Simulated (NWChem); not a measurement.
## A calculation on iminoborane (H2BN)

```xyz
4

B      0.0000     0.0000    -0.7011
N      0.0000     0.0000     0.5488
H      0.0000     0.0000    -1.8910
H      0.0000     0.0000     1.5544
```
Charge 0, spin multiplicity 1.

Program: NWChem. The geometry was optimised at PBE/def2-SVP, a minimum by its harmonic frequencies.

Symmetry labels belong to the abelian group C2v used in the runs, with the axes of the coordinates shown; states degenerate in a higher group split over its labels.

The correlated methods keep 2 core orbitals frozen.

### Question
List the 4 singlet excitations that EOM-CCSD/aug-cc-pVDZ, 2 core orbitals frozen gives, with oscillator strengths.

### Answer
| state | symmetry | energy (eV) | wavelength (nm) | f |
|---|---|---|---|---|
| 1 | a1 | 7.27 | 171 | 0.000 |
| 2 | a2 | 7.27 | 171 | 0.000 |
| 3 | b1 | 7.78 | 159 | 0.086 |
| 4 | b2 | 7.78 | 159 | 0.086 |
These are the lowest roots of each symmetry, so higher states are missing between them.
